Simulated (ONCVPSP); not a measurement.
# Potentials for V compared

Generated with ld1.x 7.5 (TM, RRKJ, ultrasoft, PAW), atompaw 4.2 or ONCVPSP 4.0.1. The cutoff is in Ry: for ld1.x and atompaw files where the sum of valence levels is converged to 10 mRy in a Bessel basis, for ONCV files where the hardest occupied wave has 1 mHa per electron of residual kinetic energy. The error is the largest all-electron minus pseudo excitation energy over each file’s own four to seven test configurations (ionisations up to +4, promotions, holes and added fractions of an electron), all of which were solved. The labels leave out finer settings (local radius, basis sizes, second energies), which also bear on the numbers. Spin-polarised tests are not counted. The rows are a selection from randomly drawn settings: files with unsolved tests, undetermined cutoffs or missed reference levels are left out.

| potential | cutoff (Ry) | largest error (meV) | bound ghosts |
| --- | --- | --- | --- |
| ONCV, LDA (Perdew-Zunger), scalar-relativistic, rc 1.75/1.05/1.15 (spd), local smoothed, core correction yes, reference 3s2 3p6 3d3 4s2, qcut 6.4/8.3/7.2, projectors 3/2/2 | 449 | -16 | none |
| ONCV, PBEsol, non-relativistic, rc 1.25/1.00/1.55 (spd), local smoothed, core correction yes, reference 3s2 3p6 3d3 4s1, qcut 8.6/6.6/11.8, projectors 2/1/3 | 89 | +23 | none |
| ONCV, PW91, scalar-relativistic, rc 1.25/1.60/1.30 (spd), local smoothed, core correction no, reference 3s2 3p6 3d3 4s2, qcut 10.3/7.7/12.1, projectors 2/3/1 | 111 | +3.3 | none |
| ONCV, PBE, scalar-relativistic, rc 1.25/1.15/1.35 (spd), local smoothed, core correction no, reference 3s2 3p6 3d3 4s2, qcut 10.5/9.9/12.5, projectors 2/2/2 | 104 | +12 | none |
| ONCV, PBE, scalar-relativistic, rc 1.40/1.00/2.10 (spd), local smoothed, core correction yes, reference 3s2 3p6 3d3 4s0.5, qcut 7.2/7.5/7.7, projectors 2/1/2 | 71 | -272 | none |
| ONCV, LDA (Perdew-Wang 92), scalar-relativistic, rc 1.50/1.40/1.15 (spd), local smoothed, core correction yes, reference 3s2 3p6 3d3 4s0.5, qcut 10.1/8.2/7.2, projectors 3/3/2 | 451 | +204 | none |

Fill in the row for V: ONCV, PBEsol, scalar-relativistic, rc 1.55/1.15/1.60 (spd), local smoothed, core correction yes, reference 3s2 3p6 3d3 4s1.75, qcut 6.8/12.7/8.6, projectors 2/1/2.

cutoff 98 Ry, largest error +13 meV, bound ghosts: none.

Fill in the row for V: ONCV, PBEsol, scalar-relativistic, rc 1.55/1.55/2.10/2.25 (spdf), local smoothed, core correction no, reference 3s2 3p6 3d3, qcut 7.7/10.7/6.9/4.9, projectors 2/1/3/1.

cutoff 50 Ry, largest error +223 meV, bound ghosts: none.
